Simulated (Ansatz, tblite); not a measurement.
Cost and result up the ladder for `CN(C)c1ccc(-c2ccc(-c3ccc(-c4ccc(C#N)nc4)nc3)nc2)nc1` (47 atoms). Charge 0, multiplicity 1. Geometry: PBE-D4/def2-SVP.

Cartesian coordinates in Å:
```
C 3.3177 -6.6643 -3.6351
N 2.7717 -6.6879 -2.2913
C 2.8062 -7.9102 -1.5123
C 2.2192 -5.5491 -1.7518
C 1.6683 -5.5153 -0.4418
C 1.1263 -4.3296 0.0491
C 1.1224 -3.1630 -0.7496
C 0.5705 -1.8726 -0.2881
C -0.0270 -1.6776 0.9753
C -0.5167 -0.4197 1.3297
C -0.4068 0.6515 0.4147
C -0.8907 2.0176 0.7160
C -0.6782 3.0644 -0.2071
C -1.1278 4.3503 0.0861
C -1.7942 4.5907 1.3101
C -2.2928 5.9310 1.7003
C -2.1160 7.0880 0.9129
C -2.6190 8.3118 1.3587
C -3.2940 8.3459 2.5984
C -3.8264 9.5951 3.0888
N -4.2469 10.6246 3.4634
N -3.4771 7.2536 3.3717
C -2.9884 6.0947 2.9275
N -2.0098 3.5898 2.1932
C -1.5781 2.3633 1.9048
N 0.1651 0.4725 -0.7995
C 0.6279 -0.7309 -1.1302
N 1.6457 -3.1939 -1.9966
C 2.1650 -4.3167 -2.4767
H 3.7099 -7.6659 -3.8874
H 4.1540 -5.9362 -3.7355
H 2.5490 -6.3985 -4.3952
H 3.3904 -7.7911 -0.5713
H 3.2834 -8.7106 -2.1059
H 1.7855 -8.2577 -1.2320
H 1.6662 -6.4114 0.1927
H 0.7054 -4.3197 1.0647
H -0.1144 -2.5067 1.6928
H -0.9753 -0.2753 2.3178
H -0.1558 2.8273 -1.1451
H -0.9591 5.1609 -0.6368
H -1.5845 7.0442 -0.0487
H -2.4973 9.2309 0.7679
H -3.1378 5.2044 3.5600
H -1.7943 1.5952 2.6680
H 1.0865 -0.8456 -2.1265
H 2.5719 -4.2586 -3.5001
```

Ansatz on 2 threads of AMD EPYC 7R13 on a shared host and a share (18 GiB) of an NVIDIA H100 80GB HBM3; xTB runs through tblite on one thread. Times are rough, summed over both states, and most runs start from the orbitals of an earlier one. PBE0-D4/def2-TZVP serves as the yardstick here, not as an exact answer. The other state is a doublet.

The xTB rows come from tblite. Single mean-field runs in def2-TZVP are fitted with def2-universal-jkfit.

Raw xTB energies of ions are shifted by several eV.

```tsv
level	functions	wall time	vertical IE (eV)	difference from PBE0-D4/def2-TZVP (eV)
GFN2-xTB	134	0.22 s	11.48	4.46
GFN1-xTB	152	0.25 s	12.37	5.35
PBE-D4/def2-TZVP (with forces)	1007	26 s	6.78	-0.24
PBE0-D4/def2-TZVP	1007	28 s	7.02	0.00
```
